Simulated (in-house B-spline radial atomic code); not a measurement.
The numbers below are computed, except where a source is named.
# Ghost states of the separable form: Ti

Ti, [Ar] 3d2 4s2, non-relativistic PBE, spherical and spin-unpolarised, from an all-electron radial atomic-structure program (B-spline basis) (atomic units; all potentials screened as in the neutral atom).

Troullier-Martins channels: 4s (ε = -0.1626, r_c = 2.891 bohr), 3d (ε = -0.1623, r_c = 2.891 bohr). In the Kleinman-Bylander form one channel serves as the local potential, and each other channel l becomes |δV u><u δV|/<u|δV|u>, with δV = V_l − V_local and u the pseudo-orbital. Its strength is E_KB = <u|δV²|u>/<u|δV|u>. By the analysis of Gonze, Stumpf and Scheffler a spurious state lies below the reference level ε if E_KB > 0 and ε is above the second level of the local potential alone, or if E_KB < 0 and ε is above its first. The table's levels are those of angular momentum l in a sphere of 9 bohr, whose wall can lift a shallow ε a little above its free-atom value.

```
local  channel  <u δV u>  <u δV² u>        ε  first local level  second local level
    d        s   0.12041    0.56538  -0.1612            -3.9200             -0.3828
    s        d   -2.5827     12.351  -0.1622             0.0776              0.3258
```

(1) Apply the rule to each row.

Diagonalising the separable Hamiltonian gives:

```json
{"local": "d", "channel": "s", "three lowest levels": "-1.4689, -0.1612, 0.1114", "all-electron, two lowest valence levels": "-0.1612, 0.1110"}
{"local": "s", "channel": "d", "three lowest levels": "-0.1622, 0.1074, 0.3959", "all-electron, two lowest valence levels": "-0.1622, 0.1037"}
```

(2) Which choices of local channel are safe?

## Answers

(1) Local d, channel s: E_KB = +4.7, so ε = -0.1612 is set against -0.3828: a ghost. Local s, channel d: E_KB = -4.78, so ε = -0.1622 is set against 0.0776: no ghost.

(2) Free of ghosts: s. With d local the s channel has a ghost 1.31 hartree below ε, since the local potential binds more than one state below ε, and a repulsive term of rank one raises each level at most to the next, so it clears only one of them. Among the safe choices the second level, which tests transfer, is off by at most 3.7 millihartree (s local).
